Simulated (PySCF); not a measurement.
In(Cl)(Br)(Vi), SMILES C=[CH][In]([Cl])[Br] (C2H3BrClIn), B3LYP/def2-SVP optimised geometry.

```
8

In    -0.15    -0.90     0.00
Cl    -1.12    -3.05     0.00
Br     2.36    -0.90     0.00
C     -1.27     0.93     0.00
C     -0.66     2.12     0.00
H     -2.36     0.86     0.00
H     -1.24     3.05     0.00
H      0.43     2.23    -0.01
```

Density from B3LYP/def2-TZVP, def2 effective core potentials past Kr (PySCF) at that geometry. The core electrons that the potentials of In replace are not part of the density.

Minimum of the electron density along straight lines between bonded atoms, close to the bond critical point (lines longer than 1.1 times the sum of covalent radii, or with two minima, are not listed):

```
bond     length / Å  ρ at the minimum / e bohr⁻³  ∇²ρ there / e bohr⁻⁵  position (fraction from the first atom)
-------  ----------  ---------------------------  --------------------  ---------------------------------------
In1–Cl2       2.364                        0.080                  0.20                                     0.48
In1–Br3       2.507                        0.071                  0.13                                     0.47
In1–C4        2.143                        0.101                  0.15                                     0.52
C4–C5         1.338                        0.349                 -1.06                                     0.50
C4–H6         1.096                        0.277                 -0.96                                     0.65
C5–H7         1.098                        0.278                 -0.97                                     0.65
C5–H8         1.096                        0.281                 -0.99                                     0.65
```
